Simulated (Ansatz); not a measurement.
Relaxation of GeH₈Si (10 atoms, charge 0, multiplicity 1), to a largest force component of 0.03 eV/Å in at most 50 steps.

Method: UKS B3LYP-D4/def2-mTZVP in Ansatz.

```xyz
10
Properties=species:S:1:pos:R:3
Ge -0.590 0.293 -1.068
Si 0.861 -0.929 0.288
H -0.555 -0.259 -2.510
H -2.051 0.212 -0.574
H -0.200 1.785 -1.135
H -0.298 1.040 1.776
H -0.688 1.519 1.465
H 1.998 -0.116 0.783
H 0.120 -1.466 1.456
H 1.402 -2.078 -0.479
```

Task: Where does it end, and by what steps?

Result: The run converged. The force dipped under the threshold on the way, but the program's further checks kept it going. After 20 steps the energy has fallen by 0.194 eV; H6 moved furthest, 0.99 Å.

```tsv
step	energy less start (eV)	largest force component (eV/Å)	accepted
0	0.0000	1.547	yes
1	-0.1365	0.233	yes
2	-0.1624	0.138	yes
3	-0.1356	0.709	no
4	-0.1668	0.039	yes
5	-0.1701	0.018	yes
6	-0.1715	0.059	yes
7	-0.1719	0.048	yes
8	-0.1725	0.063	yes
9	-0.1684	0.483	no
10	-0.1658	0.134	no
11	-0.1739	0.034	yes
12	-0.1761	0.103	yes
13	-0.1777	0.135	yes
14	-0.1806	0.121	yes
15	-0.1837	0.123	yes
16	-0.1859	0.146	yes
17	-0.1899	0.111	yes
18	-0.1927	0.031	yes
19	-0.1933	0.044	yes
20	-0.1940	0.011	yes
```

```xyz
10
Properties=species:S:1:pos:R:3
Ge -0.573 0.165 -1.268
Si 0.904 -1.081 0.137
H -0.118 0.086 -2.738
H -2.010 -0.384 -1.178
H -0.606 1.650 -0.855
H -0.598 1.555 2.568
H -0.658 2.058 2.026
H 2.252 -0.461 0.142
H 0.388 -1.115 1.528
H 1.020 -2.473 -0.363
```

Time of the run: 46 s on 2 threads of AMD EPYC 7B13 (Zen 3), with other jobs on the host, peak memory 0.26 GiB.
